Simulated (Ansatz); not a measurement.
Isolated molecules relaxed with PBE0-D4/def2-TZVP in Ansatz; ΔE leaves out vibrations. CCSD(T)/CBS adds triple-zeta CCSD(T) − MP2 to the extrapolated MP2 energy (def2 sets, frozen cores). This one scheme is used for every species. DFT in def2-TZVPP. B3LYP here is the variant with VWN-RPA as its local correlation; programs differ in this. For Ge outer-core shells are correlated without core-valence functions, which leaves a few kJ/mol of doubt a bond. Scalar relativity is left out up to krypton. One conformer a species, not always the lowest.

Reaction (formal exchange of groups at a Ge–C bond): `C[O][Ge]([CH3])([OH])[Cl]` + SiH₄ → `C[O][Ge]([OH])([SiH3])[Cl]` + CH₄

`C[O][Ge]([CH3])([OH])[Cl]`:

Z-matrix (Å, degrees):
```
C
O 1 1.412
H 1 1.096 2 111.6
H 1 1.092 2 107.7 3 -118.9
H 1 1.096 2 111.7 3 122.1
Ge 2 1.758 1 120.5 3 -63.6
O 6 1.766 2 110.1 1 -54.0
C 6 1.918 2 108.4 1 -176.9
Cl 6 2.165 2 107.8 1 60.4
H 7 0.960 6 112.5 2 101.5
H 8 1.090 6 108.9 2 66.3
H 8 1.089 6 109.7 2 -173.8
H 8 1.089 6 109.4 2 -53.3
```

SiH₄:

Z-matrix (Å, degrees):
```
Si
H 1 1.485
H 1 1.485 2 109.5
H 1 1.485 2 109.5 3 -120.0
H 1 1.485 2 109.5 3 120.0
```

`C[O][Ge]([OH])([SiH3])[Cl]`:

```xyz
13

C    -1.256    0.167    1.754
O    -1.329   -0.341    0.439
Ge   -0.200    0.192   -0.813
O    -0.902   -0.388   -2.317
Si    2.054   -0.550   -0.608
Cl   -0.249    2.363   -0.772
H    -2.077   -0.273    2.323
H    -1.359    1.257    1.775
H    -0.314   -0.104    2.247
H    -1.855   -0.258   -2.346
H     2.846    0.062   -1.701
H     2.555   -0.096    0.712
H     2.086   -2.030   -0.692
```

CH₄:

```xyz
5

C     0.000    0.000    0.000
H     0.450    0.265   -0.956
H    -0.508   -0.960   -0.092
H    -0.720    0.766    0.288
H     0.777   -0.072    0.760
```

```csv
level,ΔE (kcal/mol)
B3LYP,-4.8
CCSD(T)/def2-TZVPP,-2.6
```

What does CCSD(T)/CBS give? (Estimate.)

The calculation gave: -3.4 kcal/mol. The listed levels differ from it by -1.4, 0.8 kcal/mol.

Largest T1 diagnostic among the species: 0.012.

From PBE to PBE0 (25 % exact exchange), in def2-TZVPP and without D4, ΔE moves by +1.3 kcal/mol.
